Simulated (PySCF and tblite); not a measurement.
The numbers below are computed, except where a source is named.
C6H8O2, numbered as in [CH3:1][O:2]/[CH:3]=[CH:4]/[CH:5]=[CH:6]/[CH:7]=[O:8].

The ensemble was built from 150 distance-geometry starts (ETKDG and KDG, MMFF94s, GFN2-xTB) and rests on GFN2-xTB geometries. Free energies are PBE0-D3(BJ)/def2-SVP (IEF-PCM, methanol) single points with GFN2-xTB rigid-rotor and vibrational terms (modes under about 100 cm⁻¹ blended into free rotors). Symmetry numbers and mirror images are counted. Conformers within 2.5 kcal/mol (GFN2-xTB free energy) were kept, 4 at most. Couplings: B3LYP/6-31G* with pcJ-1 on H (gas phase; spin-dipole term only for pairs with B, N, F, Si or P). Couplings are for ¹H. H–H couplings come out 0.1 to 0.9 Hz lower than with pcJ-1 on all atoms. Codes: tblite and PySCF.

Torsions listed: C1–O2–C3–C4, C3–C4–C5–C6, C5–C6–C7–O8.

```
conformer              shape  weight %
        1     0°, 180°, 180°      69.6
        2  -179°, 180°, 180°      18.8
        3       0°, 180°, 0°       8.7
        4     179°, 180°, 0°       3.0
```

Question: Give the couplings in each conformer and the averages at 298.15 K (pairs that fast motion interchanges averaged).

Answer: 
```csv
coupling,pairs,1,2,3,4,average (Hz)
"²J(H1,H1)",3,-11.9,-11.8,-11.9,-11.8,-11.9
"³J(H3,H4)",1,12.3,11.1,12.3,11.1,12.0
"³J(H4,H5)",1,10.5,11.1,11.2,11.9,10.7
"³J(H5,H6)",1,14.3,14.3,13.9,13.9,14.2
"³J(H6,H7)",1,7.0,7.1,2.0,1.9,6.4
```

For its torsions the set is small; conformers may be missing.


Conformer gaps in def2-SVP on xTB geometries can be 2 kcal/mol too large for S=O, P=O and other polar bonds.